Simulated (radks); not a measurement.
Values are calculated unless marked as measured or tabulated.
Neutral fluorine inside a hard spherical wall (all orbitals vanish at R), configuration held at [He] 2s2 2p5 and not refilled when levels cross. Level of theory: scalar-relativistic Kohn-Sham, LDA (Slater exchange, VWN5 correlation), spin-polarised, spherical densities, point nucleus; open shells are filled with parallel spins first (a radial shooting solver on a logarithmic mesh with Libxc functionals). Eigenvalues in eV for spin up, with the zero of energy where the potential of the charges vanishes at infinity; a dash marks a level that is unbound or too diffuse for the functional's potential to be trusted. A positive occupied level is held by the wall or, in an anion where self-interaction has pushed it up, behind a barrier. The pressure on the wall is -dE/dV.

R (bohr)  E (hartree)  kinetic (hartree)    e(1s)    e(2s)    e(2p)  e(3s, empty)  e(3p, empty)  pressure (GPa)
free        -99.20639             98.955  -659.26  -30.395  -12.022        -0.108             -               0
6           -99.20584             98.960  -659.20  -30.350  -11.976         2.770         6.041          0.0653
5           -99.20291             98.983  -658.98  -30.190  -11.808         5.319         9.530           0.609
4           -99.18315             99.110  -657.97  -29.511  -11.067        11.556        17.090            6.60
3           -99.03196             99.877  -653.31  -26.538   -7.692        30.355        37.033            95.8
2           -97.53902            105.378  -629.94  -10.464   10.143        108.56        109.40            2380
1.5         -93.19631            117.416  -592.05   23.255   43.929        249.05        228.09           17000
